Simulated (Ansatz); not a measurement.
Relaxation of BH$_{6}$NOSi (10 atoms, charge 0, multiplicity 1), to a largest force component of 0.015 eV/Å in at most 40 steps.

Level of theory: RKS LDA/cc-pVDZ (Ansatz).

```xyz
10
Properties=species:S:1:pos:R:3
B -1.639 0.997 0.083
O -1.038 -0.263 0.190
Si 0.602 0.036 -0.119
N 1.612 -1.494 0.013
H -1.831 1.714 1.010
H -2.128 1.407 -0.970
H 1.192 0.982 0.895
H 0.856 0.608 -1.463
H 1.109 -2.146 -0.627
H 1.349 -1.891 0.991
```

Problem. Where does it end, and by what steps?

Solution. The run converged. After 15 steps the energy has fallen by 0.989 eV; H6 moved furthest, 1.02 Å.

| step | energy less start (eV) | largest force component (eV/Å) | accepted |
| --- | --- | --- | --- |
| 0 | 0.0000 | 2.340 | yes |
| 1 | -0.2984 | 1.323 | yes |
| 2 | -0.4853 | 0.789 | yes |
| 3 | -0.6609 | 0.483 | yes |
| 4 | -0.7290 | 0.509 | yes |
| 5 | -0.7692 | 0.324 | yes |
| 6 | -0.7798 | 0.471 | yes |
| 7 | -0.7915 | 0.523 | yes |
| 8 | -0.8239 | 0.213 | yes |
| 9 | -0.8408 | 0.515 | yes |
| 10 | -0.9205 | 0.335 | yes |
| 11 | -0.9652 | 0.319 | yes |
| 12 | -0.9851 | 0.116 | yes |
| 13 | -0.9888 | 0.101 | yes |
| 14 | -0.9893 | 0.016 | yes |
| 15 | -0.9893 | 0.004 | yes |

```xyz
10
Properties=species:S:1:pos:R:3
B -1.761 1.008 0.049
O -0.820 0.312 -0.616
Si 0.836 0.122 -0.194
N 1.292 -1.506 0.121
H -1.473 1.605 1.084
H -2.893 1.013 -0.416
H 1.072 0.938 1.051
H 1.589 0.585 -1.409
H 1.281 -2.178 -0.655
H 0.961 -1.951 0.985
```

Whether the end is a true minimum wasn't checked by a vibrational analysis.

Run time: 32 s on 1 thread of Arm Neoverse V2, on a shared host, peak memory 0.14 GiB.
